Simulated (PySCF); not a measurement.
Computed IR spectrum (relative IR intensity) of a molecule C3H6F2Si. Coordinates come from a PBE0-D3(BJ)/def2-SVP optimisation. Other conformers were not sampled. Calculation: PBE0-D3(BJ)/def2-SVP (PySCF). Frequencies are harmonic and unscaled.

Lines under 2 % of the strongest are left out, and lines within 2 cm⁻¹ are merged.

```json
[
 {"ν (cm⁻¹)": "252", "relative intensity": "2.5"},
 {"ν (cm⁻¹)": "625", "relative intensity": "19"},
 {"ν (cm⁻¹)": "702", "relative intensity": "17"},
 {"ν (cm⁻¹)": "750", "relative intensity": "8.8"},
 {"ν (cm⁻¹)": "812", "relative intensity": "3.4"},
 {"ν (cm⁻¹)": "840", "relative intensity": "7.1"},
 {"ν (cm⁻¹)": "869", "relative intensity": "12"},
 {"ν (cm⁻¹)": "932", "relative intensity": "100"},
 {"ν (cm⁻¹)": "958", "relative intensity": "38"},
 {"ν (cm⁻¹)": "988", "relative intensity": "8.4"},
 {"ν (cm⁻¹)": "1020", "relative intensity": "9.4"},
 {"ν (cm⁻¹)": "1047", "relative intensity": "37"},
 {"ν (cm⁻¹)": "1074", "relative intensity": "9.9"},
 {"ν (cm⁻¹)": "1173", "relative intensity": "5.5"},
 {"ν (cm⁻¹)": "1232", "relative intensity": "16"},
 {"ν (cm⁻¹)": "1313", "relative intensity": "13"},
 {"ν (cm⁻¹)": "1397", "relative intensity": "11"},
 {"ν (cm⁻¹)": "1483", "relative intensity": "21"},
 {"ν (cm⁻¹)": "2263", "relative intensity": "40"},
 {"ν (cm⁻¹)": "2272", "relative intensity": "47"},
 {"ν (cm⁻¹)": "3195", "relative intensity": "4.2"}
]
```

Q: Which structure fits?
(A) F/C=C\[C@H](F)[SiH3]
(B) F[C@@H]1CC[Si@H]1F
(C) F[SiH2][C@@H]1C[C@@H]1F
(D) F[Si]1(F)CCC1

A: C, F[SiH2][C@@H]1C[C@@H]1F
